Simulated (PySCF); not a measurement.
isocyanic acid (CHNO), singlet, geometry from GFN2-xTB; B3LYP5/def2-TZVP run with PySCF.

Here is a job for PySCF.
```python
from pyscf import gto, scf, dft

mol = gto.Mole()
mol.atom = '''
    N    -1.090199    0.195504    0.263220
    C     0.048134   -0.049398    0.013786
    O     1.145452   -0.105508   -0.338827
    H    -1.821018   -0.228081    0.785354
'''
mol.basis = 'def2-tzvp'
mol.charge = 0
mol.spin = 0
mol.verbose = 4
mol.build()

mf = dft.RKS(mol)
mf.xc = 'b3lyp5'
mf.kernel()
```

Output, abridged:

```
PySCF version 2.14.0

[INPUT] verbose = 4
[INPUT] num. atoms = 4
[INPUT] num. electrons = 22
[INPUT] charge = 0
[INPUT] spin (= nelec alpha-beta = 2S) = 0
[INPUT] symmetry False subgroup None
[INPUT] Mole.unit = angstrom
[INPUT] Symbol           X                Y                Z      unit          X                Y                Z       unit  Magmom
[INPUT]  1 N     -1.090199000000   0.195504000000   0.263220000000 AA   -2.060177531275   0.369449016257   0.497413710508 Bohr   0.0
[INPUT]  2 C      0.048134000000  -0.049398000000   0.013786000000 AA    0.090960077280  -0.093348691101   0.026051764353 Bohr   0.0
[INPUT]  3 O      1.145452000000  -0.105508000000  -0.338827000000 AA    2.164590568835  -0.199381223951  -0.640290233608 Bohr   0.0
[INPUT]  4 H     -1.821018000000  -0.228081000000   0.785354000000 AA   -3.441225287903  -0.431010624217   1.484103970832 Bohr   0.0

nuclear repulsion = 59.9963085363638
number of shells = 37
number of NR pGTOs = 146
number of NR cGTOs = 99
basis = def2-tzvp
ecp = {}

******** <class 'pyscf.dft.rks.RKS'> ********
method = RKS
initial guess = minao
damping factor = 0
level_shift factor = 0
DIIS = <class 'pyscf.scf.diis.CDIIS'>
diis_start_cycle = 1
diis_space = 8
diis_damp = 0
SCF conv_tol = 1e-09
SCF conv_tol_grad = None
SCF max_cycles = 50
direct_scf = True
direct_scf_tol = 1e-13
XC library pyscf.dft.libxc version 7.1.2
    S. Lehtola, C. Steigemann, M. J. T. Oliveira, and M. A. L. Marques,  SoftwareX 7, 1–5 (2018)
XC functionals = b3lyp5
    P. A. M. Dirac,  Math. Proc. Cambridge Philos. Soc. 26, 376 (1930)
    F. Bloch,  Z. Phys. 57, 545 (1929)
    A. D. Becke,  Phys. Rev. A 38, 3098 (1988)
    C. Lee, W. Yang, and R. G. Parr,  Phys. Rev. B 37, 785 (1988)
    B. Miehlich, A. Savin, H. Stoll, and H. Preuss,  Chem. Phys. Lett. 157, 200 (1989)
    S. H. Vosko, L. Wilk, and M. Nusair,  Can. J. Phys. 58, 1200 (1980)
radial grids:
    Treutler-Ahlrichs [JCP 102, 346 (1995); DOI:10.1063/1.469408] (M4) radial grids

becke partition: Becke, JCP 88, 2547 (1988); DOI:10.1063/1.454033
pruning grids: <function nwchem_prune>
grids dens level: 3
symmetrized grids: False
atomic radii adjust function: <function treutler_atomic_radii_adjust>
small_rho_cutoff = 0
Set gradient conv threshold to 3.16228e-05
Initial guess from minao.
tot grids = 51912
init E= -169.194358824461
  HOMO = -0.345667612642043  LUMO = -0.0308529333670187  gap/eV = 8.56654
cycle= 1 E= -168.574619361527  delta_E= 0.62  |g|= 0.745  |ddm|= 1.87
  HOMO = -0.226341030567717  LUMO = 0.0150033961818027  gap/eV = 6.56732
cycle= 2 E= -168.241481094767  delta_E= 0.333  |g|= 1.54  |ddm|=  1.1
  HOMO = -0.290195031619016  LUMO = 0.0160604060169298  gap/eV = 8.33363
cycle= 3 E= -168.654745120406  delta_E= -0.413  |g|= 0.305  |ddm|= 0.822
  HOMO = -0.311771834222997  LUMO = 0.00964393389561518  gap/eV = 8.74617
cycle= 4 E= -168.673057156737  delta_E= -0.0183  |g|= 0.0808  |ddm|= 0.184
  HOMO = -0.314222385492782  LUMO = 0.00515919695931456  gap/eV = 8.69082
cycle= 5 E= -168.674319464583  delta_E= -0.00126  |g|= 0.0185  |ddm|= 0.0498
  HOMO = -0.311510943836749  LUMO = 0.00813886439748772  gap/eV = 8.69811
cycle= 6 E= -168.674396219354  delta_E= -7.68e-05  |g|= 0.00317  |ddm|= 0.0143
  HOMO = -0.311673019737601  LUMO = 0.00804069564560951  gap/eV = 8.69985
cycle= 7 E= -168.67439842694  delta_E= -2.21e-06  |g|= 0.00024  |ddm|= 0.00203
  HOMO = -0.311656264562809  LUMO = 0.00806118581106627  gap/eV = 8.69995
cycle= 8 E= -168.674398440296  delta_E= -1.34e-08  |g|= 7.48e-05  |ddm|= 0.000224
  HOMO = -0.311660954903381  LUMO = 0.00805667291097212  gap/eV = 8.69996
cycle= 9 E= -168.674398441647  delta_E= -1.35e-09  |g|= 7.31e-06  |ddm|= 4.66e-05
  HOMO = -0.311660980019717  LUMO = 0.00805680829446398  gap/eV = 8.69996
cycle= 10 E= -168.674398441663  delta_E= -1.5e-11  |g|= 2.38e-06  |ddm|= 7.1e-06
  HOMO = -0.311660981416756  LUMO = 0.00805672470115549  gap/eV = 8.69996
Extra cycle  E= -168.674398441659  delta_E= 3.61e-12  |g|= 4.37e-06  |ddm|= 3.67e-06
converged SCF energy = -168.674398441659
```
